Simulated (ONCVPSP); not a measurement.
An odd input for ONCVPSP 4.0.1 (Ga (Z = 31))

Command:

```bash
oncvpsp.x < Ga.dat > Ga.out
```

Input:

```
# ATOM AND REFERENCE CONFIGURATION
# atsym  z   nc   nv     iexc    psfile
  Ga 31.00    3    5        4      upf
#
#   n    l    f
    1    0    2.00
    2    0    2.00
    2    1    6.00
    3    0    2.00
    3    1    6.00
    3    2   10.00
    4    0    2.00
    4    1    1.00
#
# PSEUDOPOTENTIAL AND OPTIMIZATION
# lmax
    3
#
#   l,   rc,      ep,       ncon, nbas, qcut
    0    1.00    0.00    4    7   10.40
    1    1.30    0.00    3    8   11.10
    2    1.30    0.00    4    5   13.30
    3    1.25    0.24    4    7    9.10
#
# LOCAL POTENTIAL
# lloc, lpopt,  rc(5),   dvloc0
    4    1    0.95    6.00
#
# VANDERBILT-KLEINMAN-BYLANDER PROJECTORs
# l, nproj, debl
    0    2    3.80
    1    2    2.60
    2    2    3.60
    3    3    0.90
#
# MODEL CORE CHARGE
# icmod, fcfact, rcfact
    3    5.25    1.25
#
# LOG DERIVATIVE ANALYSIS
# epsh1, epsh2, depsh
   -7.00    5.00    0.04
#
# OUTPUT GRID
# rlmax, drl
    6.00    0.01
#
# TEST CONFIGURATIONS
# ncnf
    4
# nvcnf
#   n    l    f
    5
    3    0    2.00
    3    1    6.00
    3    2   10.00
    4    0    2.00
    4    1    0.00
#
    5
    3    0    2.00
    3    1    6.00
    3    2   10.00
    4    0    1.00
    4    1    0.00
#
    5
    3    0    2.00
    3    1    6.00
    3    2   10.00
    4    0    0.00
    4    1    0.00
#
    5
    3    0    2.00
    3    1    5.00
    3    2   10.00
    4    0    2.00
    4    1    1.00
#
```

This is an input that runs to its end, with one change: nbas of l = 2 set to 5. The unchanged file is no sound one. Note: no bound ghost flagged; GHOST(+) flagged for f at 46.3 eV.

How does the run end?

The program refuses the input: "test_data: must have ncon+3 <= nbas <= ncon+5, l= 2".

```
ONCVPSP  (Optimized Norm-Conservinng Vanderbilt PSeudopotential)
scalar-relativistic version 4.0.1

test_data: must have ncon+3 <= nbas <= ncon+5, l=   2
 for nproj=2
ERROR: test_data found   1 ERROR; stopping
```
